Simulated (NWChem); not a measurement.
## H₄Ge

```xyz
5

Ge     0.0000     0.0000     0.0000
H      0.0000    -1.2642     0.8939
H      0.0000     1.2642     0.8939
H     -1.2642     0.0000    -0.8939
H      1.2642     0.0000    -0.8939
```
Charge 0, spin multiplicity 1.

All runs are NWChem calculations. All single points use one geometry, from PBE/def2-SVP, a minimum by its harmonic frequencies.

Symmetry labels belong to the abelian group C2v used in the runs, with the axes of the coordinates shown; states degenerate in a higher group split over its labels.

The Hamiltonian is non-relativistic. The structure started from a generated list of species.

Problem. List the lowest 3 singlet excitations that CIS/def2-SVPD gives, with oscillator strengths.

Solution. 
| state | symmetry | energy (eV) | wavelength (nm) | f |
|---|---|---|---|---|
| 1 | b2 | 9.79 | 127 | 0.335 |
| 2 | b1 | 9.79 | 127 | 0.334 |
| 3 | a1 | 9.79 | 127 | 0.334 |
